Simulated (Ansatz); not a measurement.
Geometry optimisation, RKS PBE0/def2-SVP in Ansatz.

Input:

```yaml
crystal:
  periodic: [false, false, false]
  atoms:
    - { symbol: B, position_ang: [0.0, 0.0, 0.0] }
    - { symbol: "N", position_ang: [0.0, 0.0, 1.55] }
    - { symbol: H, position_ang: [-0.877, -0.2713, 2.08] }
    - { symbol: H, position_ang: [0.877, 0.2713, 2.08] }
    - { symbol: Cl, position_ang: [1.6108, 0.0, -0.93] }
    - { symbol: "N", position_ang: [-1.3423, 0.0, -0.775] }
    - { symbol: H, position_ang: [-2.0112, -0.8164, -0.6764] }
    - { symbol: H, position_ang: [-1.5914, 0.8164, -1.4036] }
basis:
  gaussian: { orbitals: def2-SVP }
hamiltonian:
  xc: pbe0
relax:
  f_tol: 0.02
  max_steps: 40
```

Command:

```bash
$ ansatz run input.yaml --threads 1 --pin off --max-ram 2048MiB --backend cpu --events-out ev --progress --plain --runs-dir out
```

Task: Where does it end, and by what steps?

Result: The run converged. After 6 steps the energy has fallen by 1.562 eV; H8 moved furthest, 0.82 Å.

| step | energy less start (eV) | largest force component (eV/Å) | accepted |
| --- | --- | --- | --- |
| 0 | 0.0000 | 2.880 | yes |
| 1 | -0.9989 | 1.198 | yes |
| 2 | -1.2999 | 1.040 | yes |
| 3 | -1.4673 | 0.477 | yes |
| 4 | -1.5470 | 0.145 | yes |
| 5 | -1.5612 | 0.083 | yes |
| 6 | -1.5619 | 0.017 | yes |

```xyz
8
Properties=species:S:1:pos:R:3
B -0.087 0.083 0.053
N -0.018 -0.100 1.447
H -0.818 -0.314 2.024
H 0.853 -0.020 1.950
Cl 1.438 0.471 -0.815
N -1.266 -0.016 -0.709
H -2.171 -0.233 -0.317
H -1.266 0.129 -1.708
```

Whether the end is a true minimum wasn't checked by a vibrational analysis.

Run time: 17 s on 1 thread of Intel(R) Xeon(R) 6975P-C (Granite Rapids), on a shared host, peak memory 0.17 GiB.
